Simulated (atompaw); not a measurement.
**Reading a pseudo-wave (mercury (Hg))**

Columns: radius, all-electron u(r) and pseudo u(r) of the 5p shell (level -68.68 eV) of mercury in the configuration [Kr] 4d10 4f14 5s2 5p6 5d10 6s1.75 6p0; PBE, scalar-relativistic, PAW (atompaw) scheme, atompaw 4.2.0.5.

| r (bohr) | all-electron | pseudo |
| --- | --- | --- |
| 0.077 | 0.0655 | 0.0264 |
| 0.154 | 0.3751 | 0.1030 |
| 0.231 | -0.1992 | 0.2228 |
| 0.308 | -0.5977 | 0.3748 |
| 0.385 | -0.5520 | 0.5455 |
| 0.462 | -0.2271 | 0.7198 |
| 0.538 | 0.1760 | 0.8814 |
| 0.615 | 0.5490 | 1.0220 |
| 0.692 | 0.8350 | 1.1295 |
| 0.769 | 1.0238 | 1.1982 |
| 0.846 | 1.1255 | 1.2262 |
| 0.923 | 1.1574 | 1.2158 |
| 1.000 | 1.1382 | 1.1726 |
| 1.077 | 1.0843 | 1.1042 |
| 1.154 | 1.0091 | 1.0194 |
| 1.231 | 0.9226 | 0.9267 |
| 1.308 | 0.8319 | 0.8328 |
| 1.385 | 0.7422 | 0.7422 |
| 1.462 | 0.6566 | 0.6566 |
| 1.538 | 0.5778 | 0.5778 |
| 1.615 | 0.5048 | 0.5048 |
| 1.692 | 0.4390 | 0.4390 |
| 1.769 | 0.3803 | 0.3803 |
| 1.846 | 0.3284 | 0.3284 |
| 1.923 | 0.2828 | 0.2828 |
| 2.000 | 0.2430 | 0.2430 |

**Question.** How many radial nodes do the two functions have?

**Answer.** The all-electron 5p function has n − l − 1 = 3 (the table is too coarse to show those close to the nucleus); the pseudo-wave has 0, since the states of the same l below it are removed with the core.

**Question.** At about which radius was the pseudo-wave matched?

**Answer.** 1.40 bohr, where the columns begin to agree (steps of 0.08 bohr).

**Question.** Where does each function peak?

**Answer.** Outermost all-electron maximum near 0.92 bohr, pseudo maximum near 0.85 bohr (to the table’s step).

**Question.** Is the pseudo-wave norm-conserving?

**Answer.** No, it belongs to a PAW set: the norm inside the radius is not constrained, and the difference is carried by the augmentation charge.
